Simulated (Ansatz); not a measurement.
Geometry optimisation, RKS revPBE-D4/6-31G* (Ansatz 0.2.0).

The input (input.yaml):

```yaml
crystal:
  periodic: [false, false, false]
  atoms:
    - { symbol: C, position_ang: [-0.54347, 1.40947, 0.12399] }
    - { symbol: O, position_ang: [0.11894, 0.22579, 0.53573] }
    - { symbol: C, position_ang: [0.23057, -0.7975, -0.22584] }
    - { symbol: Si, position_ang: [1.5721, -2.06459, 0.02621] }
    - { symbol: H, position_ang: [-1.34988, 1.6034, 0.83463] }
    - { symbol: H, position_ang: [0.17187, 2.23265, 0.18631] }
    - { symbol: H, position_ang: [-0.94317, 1.32599, -0.88819] }
    - { symbol: H, position_ang: [-0.18876, -0.70834, -1.23869] }
    - { symbol: H, position_ang: [0.9318, -3.22687, 0.64585] }
total_charge: 1
basis:
  gaussian: { orbitals: "6-31G*" }
hamiltonian:
  xc: revpbe
  dispersion: d4
relax:
  f_tol: 0.015
  max_steps: 40
```

Run as:

```bash
$ ansatz run input.yaml --threads 1 --pin off --max-ram 2048MiB --backend cpu --events-out ev --progress --plain --runs-dir out
```

Question: Where does it end, and by what steps?

Answer: The run converged. After 9 steps the energy has fallen by 0.228 eV; H9 moved furthest, 0.50 Å.

```
step  energy less start (eV)  largest force component (eV/Å)  accepted
   0                  0.0000                           1.279       yes
   1                 -0.1300                           0.800       yes
   2                 -0.1696                           0.855       yes
   3                 -0.2094                           0.296       yes
   4                 -0.1940                           0.443        no
   5                 -0.2259                           0.065       yes
   6                 -0.2254                           0.214        no
   7                 -0.2278                           0.034       yes
   8                 -0.2281                           0.067       yes
   9                 -0.2284                           0.008       yes
```

```xyz
9
Properties=species:S:1:pos:R:3
C -0.582 1.397 0.135
O 0.326 0.271 0.482
C 0.456 -0.753 -0.282
Si 1.717 -2.174 0.050
H -1.322 1.438 0.946
H 0.053 2.293 0.136
H -1.046 1.213 -0.845
H -0.118 -0.738 -1.238
H 0.516 -2.948 0.615
```

Whether the end is a true minimum wasn't checked by a vibrational analysis.

The run took 8.1 s on 1 thread of AMD EPYC 9R45 96-Core Processor (Zen 5), with other jobs on the host, peak memory 0.15 GiB.
